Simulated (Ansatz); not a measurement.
Consider the ligand exchange at the Si–Cl bond: `CN[Si](Cl)(Cl)Cl` + CH₃NH₂ → `CN[Si](Cl)(Cl)NC` + HCl.

Computed with Ansatz on PBE0-D4/def2-TZVP structures; ΔE is electronic, products minus reactants. CCSD(T)/CBS adds triple-zeta CCSD(T) − MP2 to the extrapolated MP2 energy (def2 sets, frozen cores). This one scheme is used for every species. Functionals use def2-TZVPP. One conformer a species, not always the lowest.

Problem. Is it downhill or uphill in electronic energy at CCSD(T)/CBS, and by how much? (Estimate.)

Solution. Ansatz gave: Uphill: ΔE = +0.20 eV.

Problem. What do these levels give: CAM-B3LYP-D4, B2PLYP, MP2/def2-SVP, CCSD(T)/def2-SVP, HF/def2-TZVPP, SCS-MP2/def2-TZVPP? (Estimate.)

Solution. Computed: CAM-B3LYP-D4 0.17, B2PLYP 0.23, MP2/def2-SVP 0.17, CCSD(T)/def2-SVP 0.15, HF/def2-TZVPP 0.27, SCS-MP2/def2-TZVPP 0.20 eV.

Largest T1 diagnostic among the species: 0.009.

In def2-TZVPP, CCSD(T) changes the Hartree–Fock value by −0.10 eV (the triples alone add −0.01 eV) and MP2 by −0.07 eV. Leaving LDA and LC-ωPBE aside and taking each functional with its dispersion term where it has one, the values, not all of them listed here, spread over 0.09 eV, from CAM-B3LYP-D4 to B97M-V. LDA lies −0.14 eV from PBE without D4.
